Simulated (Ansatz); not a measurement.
An input meant for GdCl₃⁺ (charge 1, singlet; atoms displaced at random, 0.15 Å in each coordinate).

```yaml
crystal:
  periodic: [false, false, false]
  atoms:
    - {symbol: Gd, position_ang: [-0.194822, 0.448434, 0.751116]}
    - {symbol: Cl, position_ang: [4.262937, 0.051354, -0.235450]}
    - {symbol: Cl, position_ang: [-2.247437, 3.838575, -0.661803]}
    - {symbol: Cl, position_ang: [-2.178380, -4.120784, 0.256180]}
basis:
  gaussian: {orbitals: def2-mTZVPP, final_grid: {core_spheres: 8, valence_spheres: 7, degree: 23}}
total_charge: 1
hamiltonian: {xc: {name: PBEsol}, dispersion: d4}
scf: {omitted_lower_state_checks: [starts]}
output: {forces: true}
```

```sh
$ ansatz run in.yaml --threads 4 --pin off --events-out ev --progress --plain --max-ram 8704MiB
```

It prints (some lines left out):

```
Functional definition: PBEsol
basis functions trapped inside cores are left out: 1
1495 factors; their error is unknown
mean field evaluation 1: about -57614.2697 eV, gradient 7.6e2 eV
mean field evaluation 2: about -44015.2962 eV, gradient 1.4e3 eV
mean field evaluation 4: about -54610.0276 eV, gradient 1.5e3 eV
mean field evaluation 8: about -58278.6082 eV, gradient 1.3e2 eV
mean field evaluation 16: about -58297.8400 eV, gradient 1.6e1 eV
mean field evaluation 32: about -58298.2836 eV, gradient 3.7e-1 eV
mean field evaluation 64: about -58298.2878 eV, gradient 3.3e-1 eV
mean field evaluation 96: about -58298.2731 eV, gradient 3.4e0 eV
mean field -58298.28792557 eV, -2142.4225652659 hartree, gradient 3.6e-10 eV, S^2 0.000000; 0 other end points of the search recorded, 0 dependent functions left out
reference -58298.28800806 eV, -2142.4225682973 hartree; 43, 43 occupied and 106, 106 virtual orbitals, 1495 factors
Total energy: -58298.32937719 eV, -2142.4240885847 hartree
Atom 0 at    -0.194822     0.448434     0.751116 Å, force    -0.019212     0.425854    -0.505654 eV/Å
Atom 1 at     4.262937     0.051354    -0.235450 Å, force    -0.580037     0.049757     0.135344 eV/Å
Atom 2 at    -2.247437     3.838575    -0.661803 Å, force     0.468230    -0.779452     0.332640 eV/Å
Atom 3 at    -2.178380    -4.120784     0.256180 Å, force     0.131019     0.303841     0.037670 eV/Å
Dipole moment:    -0.134805     0.173774     1.039155 e Å
Checks for a lower state left out: starts
```

**Question.** Something in this input is off. What?

**Answer.** The coordinates are in bohr but typed as ångström. The calculation finished and met its thresholds. The result belongs to that input, not to the species as meant. This restricted singlet of an open-shell metal wasn't tested against broken symmetry or higher spin.
